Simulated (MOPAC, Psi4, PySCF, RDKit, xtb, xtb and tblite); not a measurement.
Two geometries of SMILES CO[SiH2][SiH2]O[SiH3] (CH10O2Si3), relaxed at GFN2-xTB with one dihedral held; other torsions can differ between them too.

Structure A

```
16

C     -3.5686     0.0201     0.3165
O     -2.2209    -0.1944     0.5933
Si    -0.9418     0.3507    -0.2526
Si     0.7489    -0.5342     0.9959
O      2.0794    -0.0294     0.2076
Si     3.6382     0.2066    -0.1416
H     -3.8010     1.0872     0.3332
H     -3.8280    -0.3743    -0.6685
H     -4.1615    -0.4898     1.0763
H     -1.0199     1.8235    -0.3722
H     -1.0634    -0.0801    -1.6630
H      0.8998    -0.0648     2.3835
H      0.8600    -2.0010     1.0644
H      4.4642    -0.5919     0.7622
H      3.7885    -0.2196    -1.5305
H      3.8768     1.6365     0.0394
```

Structure B

```
16

C     -3.4497     0.0534     0.3510
O     -2.1120    -0.2986     0.5229
Si    -0.8051     0.2218    -0.2937
Si     0.9212    -0.8476     0.7595
O      0.5979    -2.4177     1.0304
Si    -0.3431    -3.7286     1.1465
H     -3.5865     1.1295     0.4814
H     -3.7987    -0.2218    -0.6470
H     -4.0409    -0.4781     1.0978
H     -0.7321     1.6941    -0.2262
H     -1.0025    -0.0377    -1.7344
H      2.1166    -0.8846    -0.0908
H      1.3140    -0.3394     2.0798
H      0.4818    -4.7013     1.8587
H     -1.5522    -3.3816     1.8909
H     -0.6642    -4.1598    -0.2145
```

Question: Which is lower in energy at the level B3LYP-D3(BJ)/def2-SVP // GFN2-xTB run with Psi4, and by how much?

Answer: B is lower, by 10.16 kJ/mol (dihedral O2–Si3–Si4–O5: 180° in A, 45° in B).

E(B) − E(A) in kJ/mol at the other levels, on the same two geometries: GFN2-xTB (xtb and tblite) 12.61; MMFF94 // GFN2-xTB (RDKit) -20.43; B3LYP/def2-SVP // GFN2-xTB (Psi4) -7.60; PBE/def2-SVP // GFN2-xTB (Psi4) -8.35; PBE-D3(BJ)/def2-SVP // GFN2-xTB (Psi4) -9.90; UFF // GFN2-xTB (RDKit) -24.24; PM3, restricted, heats of formation // GFN2-xTB (MOPAC) -13.69; PM7, restricted, heats of formation // GFN2-xTB (MOPAC) -5.92; GFN1-xTB // GFN2-xTB (xtb) -4.31; restricted B3LYP/6-31G*, spherical d, density fitting // GFN2-xTB (PySCF) -6.80; restricted Hartree-Fock/STO-3G // GFN2-xTB (PySCF) -13.98; restricted B3LYP/LANL2DZ, with its core potentials past Ne // GFN2-xTB (PySCF) -3.64; restricted Hartree-Fock/6-31G*, spherical d, density fitting // GFN2-xTB (PySCF) -6.11.
